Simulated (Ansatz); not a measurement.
Several settings on one geometry of Ga(H2S)H3 (GaH5S) (that of the charge 0 singlet, PBE0-D4/def2-TZVP). Ansatz on 4 threads of Intel Xeon on a shared host; times are rough.

```xyz
7

Ga    0.121   -0.205   -1.102
S     0.145   -0.248    1.493
H     0.524    1.026    1.691
H    -1.152    0.041    1.690
H     1.688   -0.198   -1.247
H    -0.667    1.149   -1.278
H    -0.659   -1.565   -1.247
```

Totals from different functionals, basis sets or treatments of relativity can't be compared as stabilities.

The 6-31G sets use Cartesian d functions.

The spins typed aren't always the lowest for that charge.

Problem. Give the basis size and estimate the energy, ⟨S²⟩ and time of these runs.

```csv
run,method,charge,state,further keys
1,RKS revPBE0-D3(BJ)-ATM/6-31G,0,singlet,"point_charges: [{charge: 2.00, position_ang: [6.197, -0.126, -0.953]}]; accuracy: high; scf: {omitted_lower_state_checks: [starts]}"
2,UKS LDA (SPW92)/def2-TZVP,0,triplet,"final_grid: {core_spheres: 8, valence_spheres: 7, degree: 23}; scf: {omitted_lower_state_checks: [starts]}"
3,RKS ωB97X/def2-TZVP,0,singlet,forces asked
```

Solution. 
```json
{"run": "1", "functions": "52", "energy (Eh)": "-2325.4391", "⟨S²⟩": "–", "wall time": "3.3 s"}
{"run": "2", "functions": "115", "energy (Eh)": "-2321.3754", "⟨S²⟩": "2.00", "wall time": "4.5 s"}
{"run": "3", "functions": "115", "energy (Eh)": "-2326.0855", "⟨S²⟩": "–", "wall time": "11 s"}
```
